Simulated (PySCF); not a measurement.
I₂Mg, SMILES [I][Mg-][I], charge -1, multiplicity 2.

Coordinates come from a PBE-D3(BJ)/def2-SVPD optimisation. The def2 effective core potentials stand for the cores of I; spin–orbit coupling is left out.

All values below come from PBE-D3(BJ)/def2-SVPD (PySCF).

Frequencies are harmonic and unscaled.

```
mode  ν (cm⁻¹)  IR (km/mol)  moving atoms (share of kinetic energy)
----  --------  -----------  --------------------------------------
1           42          0.0                         I 88 %, Mg 12 %
2          187         12.8                         Mg 79 %, I 21 %
3          257         83.4                         Mg 89 %, I 11 %
```
